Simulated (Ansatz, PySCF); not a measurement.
Process, species as SMILES: CN[SiH3] -> CN[SiH2-] + H+
Structures are relaxed separately at B3LYP-D3(BJ)/def2-TZVP in Ansatz (a program for electronic structure), one conformer each, not searched for the lowest.
Geometry of the first species:
```xyz
10

C     -1.6126     0.4066    -0.4022
N     -0.4868     0.2290     0.5037
Si     1.0678    -0.2976    -0.0086
H     -2.1571    -0.5221    -0.6138
H     -1.2533     0.8015    -1.3549
H     -2.3225     1.1326     0.0005
H     -0.7619     0.0269     1.4522
H      1.1173    -1.6794    -0.5665
H      1.5478     0.6091    -1.0798
H      1.9631    -0.2452     1.1702
```
Charge 0, spin multiplicity 1.

Wanted: gas-phase deprotonation energy (0 K, with B3LYP-D3(BJ) harmonic zero-point energies from PySCF), in kcal/mol. Valence correlation only, unless marked. Spin-orbit coupling is left out. No relativistic terms. Anions need diffuse functions: aug- sets have them; def2-D sets add few; the other sets have none. Basis-set limits of correlation are two-point, X^-3; Hartree-Fock from the larger set.

CCSD(T)/CBS(aug-cc-pV(T+d)Z,aug-cc-pV(Q+d)Z) (Ansatz) gives 379.0 kcal/mol.

Problem. Another calculation gave 380.3 kcal/mol. Which level was it?
(A) PBE/def2-TZVPD (Ansatz)
(B) r2SCAN0/def2-TZVPD (Ansatz)
(C) revPBE/def2-TZVPD (Ansatz)
(D) BHLYP/def2-TZVPD (Ansatz)

Solution. B, r2SCAN0/def2-TZVPD (Ansatz). The others give 375.7 (revPBE), 383.5 (BHLYP), 373.0 (PBE) kcal/mol.
